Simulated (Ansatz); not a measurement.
`[NH2][Ga]([Br])[Br]` + HBr → `[Br][Ga]([Br])[Br]` + NH₃ at 500 K and 1 bar (ligand exchange at a Ga–N bond).

Calculated with Ansatz (gas phase, PBE0-D4/def2-TZVP geometries, no zero-point term in ΔE). CCSD(T)/CBS is the MP2 limit (def2-TZVPP, def2-QZVPP) plus CCSD(T) − MP2 in def2-TZVPP, frozen cores. This one scheme is used for every species. For Br, Ga outer-core shells are correlated without core-valence functions, which leaves a few kJ/mol of doubt a bond. Scalar relativity is left out up to krypton. One conformer a species, not always the lowest.

```
              species  CCSD(T)/CBS energy (Eh)  H − E (kJ/mol)  S (J/(mol·K))
`[NH2][Ga]([Br])[Br]`              -7126.62711           111.6          424.2
                  HBr              -2573.91920            30.5          213.7
 `[Br][Ga]([Br])[Br]`              -9644.06608            42.5          401.8
                  NH₃                -56.50880           108.2          211.8
```

H − E and S are ideal-gas, rigid-rotor, harmonic terms from PBE0-D4/def2-TZVP, for one conformer and one mirror image of each species. 1 Eh = 2625.50 kJ/mol, R = 8.31446 J/(mol·K).

Problem. By hand: ΔE, ΔH, ΔS and ΔG.

Solution. ΔE = (-9644.06608) + (-56.50880) − (-7126.62711) − (-2573.91920) = -0.02857 Eh = -75.0 kJ/mol. Δ(H − E) = 42.5 + 108.2 − 111.6 − 30.5 = 8.6, so ΔH = -66.4 kJ/mol. ΔS = 401.8 + 211.8 − 424.2 − 213.7 = -24.3 J/(mol·K). ΔG = -66.4 − 500 × (-24.3)/1000 = -54.3 kJ/mol.

Problem. By hand: the equilibrium constant, and the temperature at which ΔG would vanish if ΔH and ΔS stayed fixed.

Solution. log₁₀ K = −ΔG/(RT ln 10) = 5.7. ΔG = 0 at ΔH/ΔS = 2733 K, far beyond where these terms or the molecules hold.

ΔH outweighs TΔS. A doubt of 5 kJ/mol in ΔE shifts log₁₀ K by 0.5 here. Other conformers and mirror images would add mixing entropy, several J/(mol·K) or more a flexible species. Modes under 60 cm⁻¹, often nearly free rotors, make the harmonic entropy too high. These are equilibria of isolated gas molecules and say nothing of rates. Largest T1 diagnostic: 0.010 (customary marks: 0.02 for closed shells, 0.045 for open ones).
